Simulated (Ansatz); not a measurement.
The cluster ZrSe₂⁺ (the lowest doublet isomer of a short search) was relaxed with PBE0-D4 (def2-TZVP) in Ansatz in these states: charge +1 doublet, charge +1 quartet. The geometries follow in no particular order.

In the def2 sets Zr takes a core potential; there is no spin–orbit coupling.

A:

| atom | x (Å) | y (Å) | z (Å) |
| --- | --- | --- | --- |
| Zr1 | -0.900 | 0.978 | 0.487 |
| Se2 | 1.359 | 0.256 | -0.059 |
| Se3 | -0.459 | -1.234 | -0.429 |

B:

```xyz
3

Zr   -0.058    1.096    1.113
Se    1.060   -0.848   -0.207
Se   -1.001   -0.248   -0.906
```

Q: Judge from the bond lengths which geometry belongs to which state (an estimate).

A: A is the charge +1 doublet (Zr1–Se3 2.433 Å, Zr1–Se2 2.434 Å, Se2–Se3 2.380 Å); B is the charge +1 quartet (Zr1–Se3 2.602 Å, Zr1–Se2 2.602 Å, Se2–Se3 2.257 Å).

At PBE0-D4/def2-TZVP a doublet lies 1.00 eV below the charge +1 quartet. These are the stationary points nearest to one start from a short search; other shapes may lie lower in each state.
